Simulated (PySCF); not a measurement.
These are PBE-D3(BJ)/def2-TZVP // PBE0-D3(BJ)/def2-TZVP (PySCF) values and carry that method's errors. All species are isolated molecules in the gas phase. 

Reference species (SMILES): `[F][SnH]([F])[F]` (neutral, multiplicity 1).

```yaml
HOMO–LUMO gap: 6.13 eV
LUMO: -3.16 eV
HOMO: -9.29 eV
```

Changed species: `[F][Sn]([F])([F])[F]` (whole molecule; the reference has whole molecule).

Task: Give the shifts of the HOMO–LUMO gap, LUMO and HOMO.

Result: the HOMO–LUMO gap falls by 0.49 eV, to 5.64 eV; the LUMO falls by 1.45 eV, to -4.61 eV; the HOMO falls by 0.96 eV, to -10.25 eV.
